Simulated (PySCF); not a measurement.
CAlCl₂F₃. Atoms are numbered in the order given.

```xyz
7

Al    -0.0815     0.1328     0.5419
C      0.1442    -0.3445    -1.4060
F     -0.7193     0.3110    -2.2226
F     -0.0243    -1.6759    -1.6294
F      1.4069    -0.0265    -1.8195
Cl    -1.1654     1.8383     1.0957
Cl     0.8256    -1.0816     1.9887
```
Charge 0, spin multiplicity 1.

Coordinates come from a PBE-D3(BJ)/def2-SVP optimisation. The structure was generated by enumeration; whether it is a known compound was not checked.

Calculation: PBE-D3(BJ)/def2-SVP in PySCF.

Frequencies are harmonic and unscaled.

| mode | ν (cm⁻¹) | IR (km/mol) | moving atoms (share of kinetic energy) |
|---|---|---|---|
| 1 | 2 | 0.1 | F 72 %, Cl 28 % |
| 2 | 80 | 3.3 | Cl 50 %, F 41 %, Al 9 % |
| 3 | 97 | 8.3 | F 62 %, Al 17 %, Cl 15 % |
| 4 | 126 | 5.2 | Cl 70 %, F 21 % |
| 5 | 215 | 1.3 | F 68 %, Cl 18 %, C 10 % |
| 6 | 241 | 19.8 | Al 64 %, F 26 % |
| 7 | 295 | 4.5 | Cl 57 %, F 29 %, Al 13 % |
| 8 | 496 | 0.4 | F 92 % |
| 9 | 498 | 0.2 | F 92 % |
| 10 | 524 | 116.5 | Al 58 %, Cl 29 %, F 11 % |
| 11 | 623 | 146.4 | Al 69 %, Cl 30 % |
| 12 | 713 | 1.7 | F 83 %, C 10 % |
| 13 | 1061 | 201.5 | C 70 %, F 30 % |
| 14 | 1091 | 200.9 | C 72 %, F 28 % |
| 15 | 1156 | 187.0 | C 75 %, F 23 % |
